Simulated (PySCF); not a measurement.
P: excitation energy

P [Ne] 3s2 3p3 (4S) → P [Ne] 3s2 3p2 4s1 (4P), as a difference of total energies. All numbers are calculated (PySCF 2.14, the spin-free X2C one-electron Hamiltonian (Gaussian nucleus), in aug-cc-pVQZ-DK). Correlated levels: valence: [Ne] frozen. The calculations carry no spin-orbit coupling.

| method | excitation energy (eV) | error (eV) |
| --- | --- | --- |
| UHF | 6.789 | -0.178 |
| MP2 (valence) | 7.140 | +0.173 |
| SCS-MP2 (valence) | 7.045 | +0.078 |
| CCSD (valence) | 7.050 | +0.083 |
| CCSD(T) (valence) | 7.072 | +0.105 |

Reference: 6.967 eV (measured; NIST levels, between the centres of gravity of the two terms).

Errors of the correlated levels include the incompleteness of this basis and the frozen core.

The promoted electron is Rydberg-like, and one or two diffuse shells describe it only roughly, which tends to raise the upper state.
